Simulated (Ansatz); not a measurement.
HO$_{3}$S, doublet, at a GFN2-xTB geometry; MP2/def2-SVP (Ansatz, an electronic-structure program).

Here is a job for Ansatz.
Ansatz 0.2 input:
```yaml
crystal:
  periodic: [false, false, false]
  atoms:
    - {symbol: O, position_ang: [-0.35161916, 1.37581007, 0.16417676]}
    - {symbol: S, position_ang: [-0.15535022, 0.00558506, -0.27045476]}
    - {symbol: O, position_ang: [-1.00118733, -1.03155471, 0.25966493]}
    - {symbol: O, position_ang: [1.41212162, -0.39930609, 0.09887398]}
    - {symbol: H, position_ang: [2.01108235, 0.35104495, 0.14555060]}
basis:
  gaussian:
    orbitals: def2-SVP
magnetization: {spin_polarized: true, initial_magnetization: 1}
correlation: {method: mp2}
```

It wrote (shortened):

```
Functional definition: HF
592 factors; integrals over basis functions are off by at most 1.0e-3 eV
mean field evaluation 1: about -16926.9891 eV, gradient 3.7e1 eV
mean field evaluation 2: about -16927.0680 eV, gradient 3.8e1 eV
mean field evaluation 4: about -16932.3566 eV, gradient 3.0e0 eV
mean field evaluation 8: about -16932.4376 eV, gradient 2.8e-1 eV
mean field evaluation 16: about -16932.4402 eV, gradient 1.9e-6 eV
mean field -16932.44022661 eV, -622.2557011077 hartree, gradient 2.2e-6 eV, S^2 0.781027; 2 other end points of the search recorded, 0 dependent functions left out
8 core orbitals not correlated
reference -16932.44022661 eV, -622.2557011077 hartree; 13, 12 occupied and 44, 45 virtual orbitals, 592 factors
second order -18.76734127 eV of doubles, -0.00000000 eV of singles
Total energy: -16951.20756788 eV, -622.9453881783 hartree
```
